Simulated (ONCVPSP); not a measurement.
# hydrogen: one change to an ONCV potential, before and after

H, optimised norm-conserving Vanderbilt (ONCV), made with ONCVPSP 4.0.1 (PBE, scalar-relativistic). Core none, reference 1s1. Waves: 1s: rc 1.25 bohr, ncon 4, nbas 8, qcut 6.8 1/bohr, 2 projectors, debl 1 Ha; p scattering state at 0.41 Ha: rc 1.10 bohr, ncon 4, nbas 8, qcut 5.9 1/bohr, local. Local part: the p channel. Core correction: none.

Change: all radii scaled by about 0.89 (s 1.10, p 0.98 bohr).

Cutoffs: the cutoffs (Ha) at which the residual kinetic energy of the hardest occupied pseudo-wave falls to 1 and 0.1 mHa per electron; they do not see the model core or the augmentation charge, which bear on the density cutoff. Errors are all-electron minus pseudo energies relative to the spin-unpolarised reference configuration.

Problem. Predict the effect on cutoff, ghosts and configuration errors.

Solution. The potential gets harder (14 Ha and 20 Ha → 16 Ha and 23 Ha); neither file shows a bound ghost. A smaller radius makes the pseudo-wave follow the all-electron one further in, where it bends more sharply, so more plane waves are needed.

| quantity | base | changed |
| --- | --- | --- |
| cutoff, loose | 14 Ha | 16 Ha |
| cutoff, tight | 20 Ha | 23 Ha |
| bound ghosts | none | none |
| GHOST(+) flags under 300 eV | none | none |
| error for 1s0.5, meV [ΔE 4.76 eV] | +2.2 | +1.5 |
